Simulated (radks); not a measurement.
Values are calculated unless marked as measured or tabulated.
Radial electron density D(r) = 4 pi r^2 rho(r) of an atom or ion with 25 electrons. Code: a radial shooting solver on a logarithmic mesh with Libxc functionals. Model: scalar-relativistic Kohn-Sham, PBE, spin-unpolarised, spherical densities, point nucleus.

r (bohr)  D(r) (e/bohr)
0.002562          4.709
0.002842          5.600
0.003179          6.729
0.003556          8.058
0.003977          9.612
0.004449          11.42
0.004976          13.50
0.005566          15.87
0.006225          18.55
0.006963          21.53
0.007788          24.81
0.008711          28.36
0.009744          32.11
0.0109            35.99
0.01219           39.89
0.01363           43.66
0.01525           47.13
0.01692           49.92
0.01893           52.30
0.02117           53.86
0.02368           54.49
0.02649           54.17
0.02963           53.00
0.03314           51.21
0.03706           49.16
0.04146           47.35
0.04637           46.31
0.05186           46.51
0.05801           48.26
0.06489           51.54
0.07258           55.94
0.08118           60.69
0.0908            64.70
0.1007            66.80
0.1127            66.51
0.126             63.28
0.141             57.59
0.1577            50.67
0.1764            44.18
0.1973            39.73
0.2207            38.24
0.2468            39.52
0.2761            42.28
0.3088            44.58
0.3454            44.60
0.3863            41.34
0.4321            35.02
0.4833            26.86
0.5406            18.50
0.5998            11.80
0.6709            6.449
0.7504            3.084
0.8394            1.274
0.9388           0.4482
1.05             0.1319
1.175           0.03187
1.314          0.006204

What is the nuclear charge?

Answer. Z = 43. The innermost maximum, from 1s, lies near gamma/Z bohr with gamma = sqrt(1 - (Z/c)^2) = 0.949, here 0.0221 bohr (found: 0.0241), and its height grows with Z. The density is that of the technetium ion Tc18+ in [Ar] 3d7; the configuration itself is not fixed sharply by these data, and Z only to a few units. D(r) has 3 maxima, at r = 0.0241, 0.106, 0.327 bohr, and minima at 0.0483, 0.221 bohr, inside which lie 2.03, 11.14 electrons.
